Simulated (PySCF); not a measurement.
Gas-phase reaction: GeF3 + CF → GeF4 + C

Energies from PySCF (xtb for GFN2), thermal terms from the rigid-rotor harmonic-oscillator model, ideal gas at 1 bar. † marks an energy on the PBE0/def2-TZVP geometry and frequencies; other levels use their own. CCSD(T) freezes the core. 6-31G* has spherical d functions here. Open shells (unrestricted): GeF3 (multiplicity 2), CF (multiplicity 2, electronic degeneracy 4), C (multiplicity 3, electronic degeneracy 9); the rest are closed-shell singlets. GFN2 has no spin-polarisation term. Spin-orbit splitting is ignored; it lowers the true energy and changes the entropy of CF, C. B3LYP is the form with VWN-RPA correlation. Ge: all electrons, no relativistic terms. GeF3: computed as isolated molecules; such fragments, hydroxides, amides, oligomers or adducts are transient or little studied in the gas. CCSD(T) isn't extrapolated to the basis-set limit; its ΔH°(298 K) is 2.3 kJ in def2-SVP and -6.3 kJ in def2-TZVPP. The harmonic model lacks anharmonicity and excited electronic states, which grow with temperature; levels with a mode under 35 cm⁻¹ are left out.

```json
[
 {"level": "B3LYP/6-31G*", "ΔE electronic, kJ": "56", "ΔH°(298 K), kJ": "57", "ΔS°(298 K), J/K": "-52", "ΔG°(1800 K), kJ": "136"},
 {"level": "B3LYP/def2-TZVP†", "ΔE electronic, kJ": "51", "ΔH°(298 K), kJ": "52", "ΔS°(298 K), J/K": "-52", "ΔG°(1800 K), kJ": "129"},
 {"level": "CCSD(T)/def2-TZVPP†", "ΔE electronic, kJ": "-7", "ΔH°(298 K), kJ": "-6", "ΔS°(298 K), J/K": "-52", "ΔG°(1800 K), kJ": "71"},
 {"level": "GFN2-xTB", "ΔE electronic, kJ": "241", "ΔH°(298 K), kJ": "242", "ΔS°(298 K), J/K": "-60", "ΔG°(1800 K), kJ": "334"},
 {"level": "HF/6-31G*", "ΔE electronic, kJ": "-49", "ΔH°(298 K), kJ": "-48", "ΔS°(298 K), J/K": "-52", "ΔG°(1800 K), kJ": "30"},
 {"level": "HF/def2-TZVP†", "ΔE electronic, kJ": "-56", "ΔH°(298 K), kJ": "-55", "ΔS°(298 K), J/K": "-52", "ΔG°(1800 K), kJ": "23"},
 {"level": "M06-2X/def2-TZVP†", "ΔE electronic, kJ": "13", "ΔH°(298 K), kJ": "14", "ΔS°(298 K), J/K": "-52", "ΔG°(1800 K), kJ": "92"},
 {"level": "PBE0/def2-TZVP", "ΔE electronic, kJ": "48", "ΔH°(298 K), kJ": "49", "ΔS°(298 K), J/K": "-52", "ΔG°(1800 K), kJ": "127"},
 {"level": "r2SCAN/def2-TZVP†", "ΔE electronic, kJ": "39", "ΔH°(298 K), kJ": "40", "ΔS°(298 K), J/K": "-52", "ΔG°(1800 K), kJ": "118"},
 {"level": "ωB97X-V/def2-TZVP†", "ΔE electronic, kJ": "28", "ΔH°(298 K), kJ": "29", "ΔS°(298 K), J/K": "-52", "ΔG°(1800 K), kJ": "106"}
]
```
ΔH° is lowest at HF/def2-TZVP† and highest at GFN2-xTB. No reference value is set beside these.
